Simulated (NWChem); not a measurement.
# SbH3TeO2; SMILES [OH][Sb]([OH])[TeH]

```xyz
7

Sb    -0.3064     1.3333     0.4113
O     -1.1919     1.7154    -1.3216
H     -0.7265     1.3306    -2.0757
O      1.5946     1.5877    -0.0917
H      1.9210     0.8588    -0.6371
Te    -0.3362    -1.4418     0.0071
H      0.7465    -1.6571     1.2569
```
Atoms are numbered in this order, from 1.

Level: PBE0/def2-SVP with def2 effective core potentials on Sb, Te (NWChem), optimised geometry, unscaled harmonic frequencies. def2 effective core potentials on Sb, Te; no spin-orbit coupling.

Question: List the harmonic frequencies with IR intensities, and the thermochemistry.

Answer: 
```json
[
 {"frequency (cm⁻¹)": "65", "IR intensity (km/mol)": "13.6"},
 {"frequency (cm⁻¹)": "107", "IR intensity (km/mol)": "3.8"},
 {"frequency (cm⁻¹)": "136", "IR intensity (km/mol)": "7.7"},
 {"frequency (cm⁻¹)": "193", "IR intensity (km/mol)": "21.9"},
 {"frequency (cm⁻¹)": "201", "IR intensity (km/mol)": "5.9"},
 {"frequency (cm⁻¹)": "269", "IR intensity (km/mol)": "60.7"},
 {"frequency (cm⁻¹)": "361", "IR intensity (km/mol)": "175.8"},
 {"frequency (cm⁻¹)": "508", "IR intensity (km/mol)": "1.4"},
 {"frequency (cm⁻¹)": "615", "IR intensity (km/mol)": "101.5"},
 {"frequency (cm⁻¹)": "620", "IR intensity (km/mol)": "85.3"},
 {"frequency (cm⁻¹)": "828", "IR intensity (km/mol)": "85.8"},
 {"frequency (cm⁻¹)": "872", "IR intensity (km/mol)": "68.9"},
 {"frequency (cm⁻¹)": "2130", "IR intensity (km/mol)": "38.5"},
 {"frequency (cm⁻¹)": "3847", "IR intensity (km/mol)": "49.0"},
 {"frequency (cm⁻¹)": "3865", "IR intensity (km/mol)": "66.1"}
]
```

The zero-point energy comes out as 20.9 kcal/mol and the thermal correction to the enthalpy at 298.15 K (with zero-point energy) comes out as 26.3 kcal/mol. The heat capacity Cv is 23.1 cal/(mol K) and the entropy at 298.15 K and 1 atm (symmetry number 1) comes out as 91.4 cal/(mol K).

Rigid rotor and harmonic oscillator; modes under 100 cm⁻¹ make the entropy uncertain.
